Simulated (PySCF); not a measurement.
Ligand exchange on a metal centre used in film growth or etching (Ti Cl-Br). All species are isolated molecules in the gas phase.

Method: B3LYP-D3(BJ)/def2-TZVP // BP86-D3(BJ)/def2-SVP in PySCF. All candidates: neutral, multiplicity 1. B3LYP has the VWN-RPA correlation part, as in Gaussian. 

- HOMO = -8.52 eV
- HOMO–LUMO gap = 4.52 eV
- LUMO = -4.00 eV

Question: Name which member has these values.
A) [Ti(Cl)4]
B) [Ti(Cl)(Br)3]
C) [Ti(Cl)3(Br)]

Answer: B, [Ti(Cl)(Br)3]. The others give [Ti(Cl)3(Br)]: -8.90 eV, 4.87 eV, -4.02 eV; [Ti(Cl)4]: -9.34 eV, 5.31 eV, -4.04 eV
